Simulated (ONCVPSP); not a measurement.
## What the settings do to the ONCV potential of Au (Z = 79)

Base potential:

```json
{
  "Element": "Au",
  "Generator": "ONCVPSP 4.0.1",
  "Type": "optimised norm-conserving Vanderbilt (ONCV)",
  "Functional": "PBE",
  "Relativity": "scalar-relativistic",
  "Frozen core": "[Kr] 4d10 4f14",
  "Valence charge": "19",
  "Reference configuration": "5s2 5p6 5d10 6s0.5 6p0.5",
  "Partial waves": "5s+6s: rc 1.35 bohr, ncon 4, nbas 9, qcut 7.9 1/bohr, 2 projectors; 5p+6p: rc 1.95 bohr, ncon 5, nbas 9, qcut 7.7 1/bohr, 2 projectors; 5d: rc 1.60 bohr, ncon 4, nbas 8, qcut 5.1 1/bohr, 2 projectors, debl 2.7 Ha",
  "Local potential": "polynomial inside 1.15 bohr (lpopt 4, dvloc0 0 Ha)",
  "Core correction": "Teter function, fcfact 2.25, rcfact 1.4"
}
```

All-electron outer shells of the reference configuration (PBE, scalar-relativistic, ld1.x):

```json
{"shell": "4d", "level (eV)": "-327.06", "outermost node (bohr)": "0.20", "outermost maximum (bohr)": "0.41"}
{"shell": "5s", "level (eV)": "-109.54", "outermost node (bohr)": "0.48", "outermost maximum (bohr)": "0.84"}
{"shell": "4f", "level (eV)": "-82.28", "outermost node (bohr)": "–", "outermost maximum (bohr)": "0.37"}
{"shell": "5p", "level (eV)": "-60.97", "outermost node (bohr)": "0.52", "outermost maximum (bohr)": "0.96"}
{"shell": "5d", "level (eV)": "-8.02", "outermost node (bohr)": "0.56", "outermost maximum (bohr)": "1.21"}
{"shell": "6s", "level (eV)": "-6.63", "outermost node (bohr)": "1.11", "outermost maximum (bohr)": "2.29"}
{"shell": "6p", "level (eV)": "-1.37", "outermost node (bohr)": "1.32", "outermost maximum (bohr)": "3.51"}
```

Cutoffs, loose and tight: the cutoffs (Ha) at which the residual kinetic energy of the hardest occupied pseudo-wave falls to 1 and 0.1 mHa per electron. They do not see the model core or the augmentation charge, which bear on the density cutoff. Test errors are all-electron minus pseudo excitation energies from the reference, over the configurations 5s2 5p6 5d10 6s1 6p0; 5s2 5p6 5d10 6s0 6p0; 5s2 5p6 5d9 6s0 6p0; 5s2 5p6 5d9 6s2 6p0. A dash means not determined; rows that change the core or the reference have their own tests. The largest error is taken over the tests solved by every variant that gives reliable tests at all: 5s2 5p6 5d10 6s0 6p0; 5s2 5p6 5d10 6s1 6p0; 5s2 5p6 5d9 6s2 6p0.

A true bound ghost makes a file unfit for plane-wave use even where its test errors are small: the radial tests pick states by their node count and pass the ghost by.

| change | outcome | cutoff, loose | cutoff, tight | bound ghosts | GHOST(+) flags above zero | largest test error (meV) |
| --- | --- | --- | --- | --- | --- | --- |
| base | generated | 73 Ha | 91 Ha | d | s, d | +11 |
| core [Kr] 4d10 4f14 5s2, valence charge 17; reference 5p6 5d10 6s1; waves now 6s: rc 2.15 bohr, ncon 4, nbas 8, qcut 3 1/bohr, 2 projectors, debl 3.2 Ha; 5p: rc 1.30 bohr, ncon 4, nbas 8, qcut 9.4 1/bohr, 2 projectors, debl 2.2 Ha; 5d: rc 1.50 bohr, ncon 4, nbas 8, qcut 6.2 1/bohr, 2 projectors, debl 3.7 Ha; local potential polynomial inside 1.15 bohr (lpopt 5, dvloc0 2 Ha) | generated | 36 Ha | 52 Ha | s | s | +16 |
| p: nproj 3 | generated | 73 Ha | 91 Ha | d | s, d | +11 |
| fully relativistic | generated | 76 Ha | 93 Ha | none | s, d5/2 | -3.2 |
| s: qcut 5.8; p: qcut 5.7; d: qcut 3.8 | generated | 87 Ha | 133 Ha | none | s | -3.2 |
| core correction Teter function, fcfact 5.7, rcfact 1.4 | generated | 73 Ha | 91 Ha | d | s, d | +9.6 |
| local potential polynomial inside 1.25 bohr (lpopt 5, dvloc0 1 Ha) | generated | 73 Ha | 91 Ha | none | s, d | -2.8 |
| d: qcut 4.7 | generated | 80 Ha | 94 Ha | none | s | -2.7 |
| d: rc 1.2 | generated | 31 Ha | 82 Ha | none | s | -3.0 |
| core correction none | generated | 73 Ha | 91 Ha | d | s, d | +12 |
